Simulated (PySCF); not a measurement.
An unknown is described by computed data only.

Elements present: Al, C and H. Monoisotopic mass: 114.0989 u.

- Rotational structure: rotational constants A, B, C: 2.389, 1.539, 1.193 GHz [PBE0-D3(BJ)/def2-SVP]
- 1H NMR: chemical shifts (computed TMS as zero) by class: 0.92 (9 H), -0.28 (6 H) ppm [GIAO B3LYP/pcSseg-1 (pcSseg-2 on Al)]
- NMR, other nuclei: isotropic shieldings of nuclei other than C and H, by class: 241 (1 Al) ppm [GIAO B3LYP/pcSseg-1 (pcSseg-2 on Al)]
- XPS: C1s 289.3, C1s 289.4 (×2), C1s 290.3 (×3), Al1s 1565.7 eV [ΔSCF SCAN, pcX-2 on the ionised atom, pcseg-1 elsewhere, spin-free X2C]
- Dipole: 0.24 D [CAM-B3LYP/def2-SVPD]
- 13C NMR: chemical shifts (computed TMS as zero) by class: 29.1 (3 C), 20.5 (1 C), -10.0 (2 C) ppm [GIAO B3LYP/pcSseg-1 (pcSseg-2 on Al)]

The electronic properties come from PySCF, for the isolated species, density fitting. Levels stand in brackets. Geometry: PBE0-D3(BJ)/def2-SVP; no solvent, vibrations or thermal averaging. NMR values are class means; diastereotopic atoms form classes of their own.

Question: Which formula fits the mass and the elements?

Answer: C6H15Al (calculated 114.0989). No other formula that holds each of these elements comes within 0.0003 u with a fitting electron parity and a possible valence count.

Question: What is the compound? Reason from the data.

Answer: 6 carbons fall into 3 classes; from least to most shielded: carbon bonded to C and 3 H (29.1 ppm, 3 C, up to 3.2 ppm apart in this geometry), carbon bonded to Al and 3 C (20.5 ppm), carbon bonded to Al and 3 H (-10.0 ppm, 2 C). Hydrogen classes from least to most shielded: 9 H on 3 like atoms (carbon bonded to C and 3 H) (0.92 ppm, a mean of values up to 0.5 ppm apart in this geometry), 6 H on 2 like atoms (carbon bonded to Al and 3 H) (-0.28 ppm). The other shieldings belong to: 241 ppm, aluminium bonded to 3 C. The core levels belong to: C1s 289.3 eV, carbon bonded to Al and 3 C; C1s 289.4 eV, carbon bonded to Al and 3 H; C1s 290.3 eV, carbon bonded to C and 3 H; Al1s 1565.7 eV, aluminium bonded to 3 C. One atom of each topological class was ionised and stands for its class. The optimised geometry has point group C1 and is an asymmetric top. Structure: `C[C]([Al]([CH3])[CH3])(C)C` (AlMe2(tBu)). Computed isomers that give other values at the same levels: `C[CH2][Al]([CH2]C)[CH2]C` (core binding energies: C1s 289.3 (×3), C1s 290.4 (×3), Al1s 1565.6 eV). The assignments are read from this structure; whether some other isomer fits the data as well wasn't checked.
